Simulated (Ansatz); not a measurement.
Mulliken charges of CdH4OSSi, SMILES `[SiH3][O][Cd][SH]` from r2SCAN/def2-TZVPP in Ansatz (PBE0-D4/def2-TZVP geometry).

```
atom   x (Å)   y (Å)   z (Å)  charge (e)
 Si1   0.105   1.794  -0.256       0.489
  O2   0.609   0.487   0.561      -0.646
 Cd3   0.379  -1.458   0.435       0.744
  S4   0.215  -3.763   0.360      -0.376
  H5  -0.410   1.443  -1.617      -0.111
  H6  -1.000   2.490   0.465      -0.105
  H7   1.227   2.759  -0.428      -0.099
  H8  -1.124  -3.752   0.479       0.104
```

**Question.** By hand: the dipole of these point charges (1 e Å = 4.8032 D).

**Answer.** Σ q r = (-0.229, -0.192, -0.076) e Å, of length 0.308 e Å = 1.48 D.

**Question.** How does the dipole of the full density compare? (Estimate.)

**Answer.** Ansatz gave: (-0.160, -0.255, 0.025) e Å, 1.45 D; the point charges give 1.02 times that, at 26° from its direction.

Point charges leave out the atoms' own dipoles, such as those of lone pairs, and Mulliken's split depends on the basis, so the two needn't agree.
